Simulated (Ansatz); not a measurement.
Consider the hydrogen abstraction from a Ge–H bond: `C#[C][GeH]([CH3])[F]` + `[SiH3]`• → `C#[C][Ge]([CH3])[F]`• + SiH₄.

Computed with Ansatz on PBE0-D4/def2-TZVP structures; ΔE is electronic, products minus reactants. CCSD(T)/CBS is the MP2 limit (def2-TZVPP, def2-QZVPP) plus CCSD(T) − MP2 in def2-TZVPP, frozen cores. This one scheme is used for every species. No spin–orbit coupling; open shells (•) take unrestricted orbitals. For Ge outer-core shells are correlated without core-valence functions, which leaves a few kJ/mol of doubt a bond. Scalar relativity is left out up to krypton.

```
               species  SCS-MP2/def2-QZVPP energy (Eh)
`C#[C][GeH]([CH3])[F]`                     -2292.69977
             `[SiH3]`•                      -290.78341
`C#[C][Ge]([CH3])[F]`•                     -2292.05027
                  SiH₄                      -291.43864
```

Question: Work out ΔE.

Answer: ΔE = (-2292.05027) + (-291.43864) − (-2292.69977) − (-290.78341) = -0.00573 Eh = -15.0 kJ/mol. CCSD(T)/CBS gives -20.6 kJ/mol.

Largest T1 diagnostic among the species: 0.017.

Leaving LDA and LC-ωPBE aside and taking each functional with its dispersion term where it has one, the values, not all of them listed here, spread over 20.2 kJ/mol, from BLYP-D4 to PBE-QIDH. From BLYP to BHLYP (50 % exact exchange), in def2-TZVPP and without D4, ΔE moves by +12.7 kJ/mol.
